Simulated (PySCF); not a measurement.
**Worked example: oscillator strength and radiative lifetime**

C2H8N2Si, SMILES C/C=N/[SiH2]N.

Coordinates come from a B3LYP-D3(BJ)/def2-SVP optimisation. The structure was generated by enumeration; whether it is a known compound was not checked. Other conformers were not sampled.

TDA-B3LYP/def2-SVPD (PySCF 2.14.0) puts the first singlet state with f over 0.02 at 5.80 eV (vertical), with the transition dipole (-0.507, 0.197, -0.111) in atomic units.

Problem. Find the oscillator strength, the wavelength and the radiative lifetime that this transition would have in vacuum if emission retraced absorption.

Solution. 
|μ|² = 0.3082 au, so |μ| = 1.41 D. ΔE = 5.80/27.211 = 0.2131 hartree. f = (2/3) ΔE |μ|² = 0.044 (the program prints 0.044).
λ = 1239.84/5.80 = 214 nm; ν = 46780 cm⁻¹.
Einstein's coefficient A = 0.6670 ν² f s⁻¹ (ν in cm⁻¹) = 6.4e7 s⁻¹, so τ = 1/A = 16 ns. This state is S2; the lower singlet has f = 0.000. The figure is the radiative limit of this one transition; relaxation, internal conversion, crossing to triplets and a medium change what is measured.
